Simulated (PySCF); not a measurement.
Correlation energy of Zr¹²⁺ (zirconium, charge +12)

Starting occupation: [Ar] 3d10. Computed with PySCF 2.14 in an uncontracted even-tempered set (20 s from 0.27 bohr⁻², ratio 2.6; 15 p from 0.35 bohr⁻², ratio 2.6; 10 d from 0.35 bohr⁻², ratio 2.6; 6 f from 0.36 bohr⁻², ratio 2.8), with X2C-1e with screened-nucleus spin-orbit coupling, Gaussian nucleus. Frozen: [Ar]; 10 electrons correlated; the 96 highest virtual spinors left out.

MP2 pair energies summed by pair of shells (mhartree):

```csv
pair,energy,share (%)
3d3/2-3d5/2,-187.95,49.9
3d5/2-3d5/2,-132.22,35.1
3d3/2-3d3/2,-56.85,15.1
```

Total MP2 correlation energy: -377.02 mhartree.

The virtual space was cut to 70 spinors, which keep -370.58 of the -377.02 mhartree of MP2 correlation.

```tsv
level	correlation energy (mhartree)
CCSD	-360.59
(T)	-1.14
CCSD(T)	-361.73
```

Diagnostics: T1 = 0.00028, largest double amplitude 0.011.

Cost of the coupled-cluster step: 66 s of wall time on 1 thread of Neoverse-V2 (shared host), for 10 occupied and 70 virtual spinors.
